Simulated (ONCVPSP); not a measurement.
# Building the ONCV potential for Fe (PBE, scalar-relativistic).

Fe, optimised norm-conserving Vanderbilt (ONCV), made with ONCVPSP 4.0.1 (PBE, scalar-relativistic). Core [Ne], reference 3s2 3p6 3d6 4s2. Waves: 3s+4s: rc 1.60 bohr, ncon 5, nbas 8, qcut 8.9 1/bohr, 2 projectors; 3p: rc 0.85 bohr, ncon 4, nbas 8, qcut 9.8 1/bohr, 3 projectors, debl 3.8 Ha; 3d: rc 1.25 bohr, ncon 4, nbas 9, qcut 14.2 1/bohr, 2 projectors, debl 2.1 Ha. Local part: polynomial inside 0.75 bohr (lpopt 5, dvloc0 4 Ha). Core correction: none.

All-electron outer shells of the reference configuration (PBE, scalar-relativistic, ld1.x):

```json
{"shell": "2p", "level (eV)": "-698.45", "outermost node (bohr)": "–", "outermost maximum (bohr)": "0.18"}
{"shell": "3s", "level (eV)": "-94.02", "outermost node (bohr)": "0.33", "outermost maximum (bohr)": "0.70"}
{"shell": "3p", "level (eV)": "-60.04", "outermost node (bohr)": "0.30", "outermost maximum (bohr)": "0.72"}
{"shell": "3d", "level (eV)": "-7.50", "outermost node (bohr)": "–", "outermost maximum (bohr)": "0.71"}
{"shell": "4s", "level (eV)": "-5.29", "outermost node (bohr)": "1.00", "outermost maximum (bohr)": "2.41"}
```

Calculated quality:

```
Cutoffs needed           : 69 Ha and 241 Ha (the cutoffs (Ha) at which the residual kinetic energy of the hardest occupied pseudo-wave falls to 1 and 0.1 mHa per electron)
Ghost test               : no bound ghost flagged; GHOST(+) flags only above 600 eV
Largest excitation error : +9.9 meV (all-electron minus pseudo) for 3s2 3p6 3d7 4s0, out of 4 test configurations
```

Generation and tests took about 5.2 s on one core of a shared server CPU.
